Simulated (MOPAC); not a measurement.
MOPAC input (AM1):

```
AM1 FORCE THERMO(298,298) PRECISE LET GEO-OK AUX(PRECISION=9) THREADS=1
AlI

Al    0.00000000 1    0.00000000 1   -1.99114135 1
I     0.00000000 1   -0.00000000 1    0.43073635 1
```

Output:

```
 *******************************************************************************
 **                                                                           **
 **                              MOPAC v23.2.5                                **
 **                                                                           **
 *******************************************************************************
 ** MOPAC's Digital Object Identifier: https://doi.org/10.5281/zenodo.6511958 **
 **                                                                           **
 ** Please cite the open-source release paper for use of this MOPAC version:  **
 ** J. E. Moussa and J. J. P. Stewart (2026)                                  **
 ** MOPAC: An open-source semiempirical molecular orbital program             **
 ** J. Open Source Softw., 11(119), 8025, https://doi.org/10.21105/joss.08025 **
 *******************************************************************************

                              AM1 CALCULATION RESULTS

 *******************************************************************************
 *  AM1        - The AM1 Hamiltonian to be used
 *  GEO-OK     - OVERRIDE INTERATOMIC DISTANCE AND OTHER SAFETY CHECKS
 *  LET        - OVERRIDE SOME SAFETY CHECKS
 *  PRECISE    - TIGHTER CRITERIA TO BE USED
 *  FORCE      - FORCE CALCULATION SPECIFIED
 *  AUX        - OUTPUT AUXILIARY INFORMATION
 *  THERMO     - THERMODYNAMIC QUANTITIES TO BE CALCULATED
 *******************************************************************************
AM1 FORCE THERMO(298,298) PRECISE LET GEO-OK AUX(PRECISION=9) THREADS=1
 AlI

   ATOM   CHEMICAL          X               Y               Z
  NUMBER   SYMBOL      (ANGSTROMS)     (ANGSTROMS)     (ANGSTROMS)

     1      Al          0.00000000  *   0.00000000  *  -1.99114135  *
     2       I          0.00000000  *  -0.00000000  *   0.43073635  *

          CARTESIAN COORDINATES

    NO.       ATOM           X           Y           Z

     1        Al          0.0000      0.0000     -1.9911
     2         I          0.0000     -0.0000      0.4307

 Al: (AM1): M. J. S. Dewar, A. J. Holder, Organometallics, 9, 508-511 (1990).
  I: (AM1): M.J.S. DEWAR AND E. G. ZOEBISCH, THEOCHEM, 180, 1 (1988).

           Empirical Formula: Al I  =     2 atoms

      MOLECULAR POINT GROUP   :   C*v

      RHF CALCULATION, NO. OF DOUBLY OCCUPIED LEVELS = 5

          HEAT OF FORMATION =      28.966974 KCALS/MOLE

          CARTESIAN COORDINATE DERIVATIVES

   NUMBER  ATOM         X            Y            Z

     1      Al     -0.000620     0.000000     0.000000
     2       I      0.000620     0.000000     0.000000

 DIPOLE           X         Y         Z       TOTAL
 POINT-CHG.    -3.177     0.000     0.000     3.177
 HYBRID         1.408     0.000    -0.000     1.408
 SUM           -1.769     0.000     0.000     1.769

          GRADIENT NORM =   0.00088

          MOLECULAR WEIGHT =  153.89

          ROTATIONAL CONSTANTS IN CM(-1)

          A =    0.00000000   B =    0.12916580   C =    0.12916580

           PRINCIPAL MOMENTS OF INERTIA IN UNITS OF 10**(-40)*GRAM-CM**2

          A =        0.0000   B =      216.7195   C =      216.7195

          ORIENTATION OF MOLECULE IN FORCE CALCULATION

    NO.       ATOM         X         Y         Z

     1         Al      -1.9972    0.0000    0.0000
     2          I       0.4246    0.0000   -0.0000

    FIRST DERIVATIVES WILL BE USED IN THE CALCULATION OF SECOND DERIVATIVES

    FOR POINT-GROUP C*v  THERE ARE  84 UNIQUE SYMMETRY FUNCTIONS.

(To convert to Hartree/Bohr^2, multiply by (10^(-21) x N x a0^2)/(4.184 x 627.51) =  0.0642)

           FORCE MATRIX IN MILLIDYNES/ANGSTROM

                 Al  1       I  2
 ------------------------------
    Al    1   2.729701
     I    2   2.729708   2.729714

          HEAT OF FORMATION =      28.966974 KCALS/MOLE

          ZERO POINT ENERGY       0.652 KCAL/MOL

           NORMAL COORDINATE ANALYSIS (Total motion = 1 Angstrom)

   Root No.       1

                 1 Sig

                 456.3

           1    0.8247
           2   -0.0000
           3   -0.0000
           4   -0.1753
           5    0.0000
           6    0.0000

           MASS-WEIGHTED COORDINATE ANALYSIS (NORMAL COORDINATES)

   Root No.       1

                 1 Sig

                 456.3

           1    0.9081
           2   -0.0000
           3   -0.0000
           4   -0.4187
           5    0.0000
           6    0.0000

          DESCRIPTION OF VIBRATIONS

 VIBRATION          1    1Sig        ATOM PAIR     ENERGY CONTRIBUTION    RADIAL
 FREQUENCY           456.31         Al1 -- I 2        +100.0% (100.0%)    100.0%
 TRANSITION DIPOLE   3.8340
 TRAVEL (Ang.)       0.0815
 REDUCED MASS       22.2507
 EFFECTIVE MASS     39.1726
 FORCE CONSTANT      2.7297

      SYMMETRY NUMBER FOR POINT-GROUP C*v =  1

          SYSTEM IS A GROUND STATE

 AlI

          MOLECULE IS LINEAR

          THERE ARE  1 GENUINE VIBRATIONS IN THIS SYSTEM
          THIS THERMODYNAMICS CALCULATION IS LIMITED TO
          MOLECULES WHICH HAVE NO INTERNAL ROTATIONS

                    CALCULATED THERMODYNAMIC PROPERTIES
                                          *
   TEMP. (K)   PARTITION FUNCTION   H.O.F.    ENTHALPY  HEAT CAPACITY ENTROPY
                                   KCAL/MOL   CAL/MOLE    CAL/K/MOL  CAL/K/MOL

 298.00  VIB.     0.1124D+01                   162.0049     1.3464     0.7762
         ROT.     0.1604D+04                   592.1869     1.9872    16.6527
         INT.     0.1803D+04                   754.1917     3.3336    17.4289
         TRA.     0.1846D+28                  1480.4672     4.9680    41.0006
         TOT.                       28.967    2234.6589     8.3016    58.4296

   *: NOTE: HEATS OF FORMATION ARE RELATIVE TO THE
            ELEMENTS IN THEIR STANDARD STATE AT 298K
              (=  Standard Enthalpy of Formation).

            Hvib:  Zero-point energy is not included.
                   frequencies of less than zero cm-1 are not included.
            Hrot = (3/2)RT
            Htra = (3/2)RT + pV = (5/2)RT

            Heat capacity is Cp, not Cv

          For more information, see: HTTP://OpenMOPAC.net/Manual/thermochemistry.html

           FORCE CONSTANT IN CARTESIAN COORDINATES (Millidynes/A)

    ATOM   CHEMICAL       X               Y               Z
   NUMBER   SYMBOL  FORCE CONSTANT  FORCE CONSTANT  FORCE CONSTANT

      1      Al        2.729708        0.000617        0.000617
      2       I        2.729707        0.000617        0.000617

 **********************
 *                    *
 * JOB ENDED NORMALLY *
 *                    *
 **********************

 == MOPAC DONE ==
```
